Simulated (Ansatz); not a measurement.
The molecule TeO, multiplicity 3 (the spin of the measured ground state). No spin–orbit coupling.

The constants come from a fifth-degree fit in 1/R (seven points, main isotopes). Runs in def2 and cc sets follow the lowest solution found near the PBE0 minimum.

Correlated levels freeze the inner cores; with def2 sets outer-core shells near the valence are correlated too. CBS(a, b) extrapolates the correlation energy as X⁻³ and adds the Hartree–Fock energy of set b.

Codes used: Ansatz (a first-principles code). Values without a source in brackets are computed. In def2 rows elements past Kr take small-core potentials, without spin–orbit coupling.

Doubts at one or more of the structures used: other coupled-cluster roots lie near (CCSD(T)/def2-TZVPP, CCSD(T)/CBS(def2-TZVPP, def2-QZVPP)).

Quantity: ω_e, from seven points a level.

Costs are ratios of core time to PBE/def2-TZVPP (roughly 8 s), for whole runs (searches for the state included, and forces where a run took them) on one shared machine, so rough; each error counts from the measured 797.11 cm⁻¹ [Huber and Herzberg (1979), NIST Chemistry WebBook].

```tsv
level	basis functions	cost	error (cm⁻¹)
SVWN5/def2-TZVPP	81	×0.8	17
PBE/def2-TZVPP	81	×1	-14
B3LYP/def2-TZVPP	81	×1	19
r2SCAN/def2-TZVPP	81	×2	26
BHLYP/def2-TZVPP	81	×2	91
CAM-B3LYP/def2-TZVPP	81	×2	67
B97M-V/def2-TZVPP	81	×2	39
wB97X-V/def2-TZVPP	81	×4	86
wB97M-V/def2-TZVPP	81	×4	79
CCSD(T)/def2-TZVPP	81	×20	24
CCSD(T)/def2-QZVPP	139	×60	30
CCSD(T)/CBS(def2-TZVPP, def2-QZVPP)	-	×80	33
```

The cheapest listed level whose error stays within 8 cm⁻¹: none of those listed.

With a budget of 30 times the cost of PBE/def2-TZVPP, the closest level: PBE/def2-TZVPP, at -14 cm⁻¹; next is SVWN5/def2-TZVPP at 17 cm⁻¹.

What the step from CCSD(T)/def2-TZVPP to CCSD(T)/def2-QZVPP costs and buys: 81 to 139 functions, cost ×3 (rough); the error goes from 24 to 30 cm⁻¹.
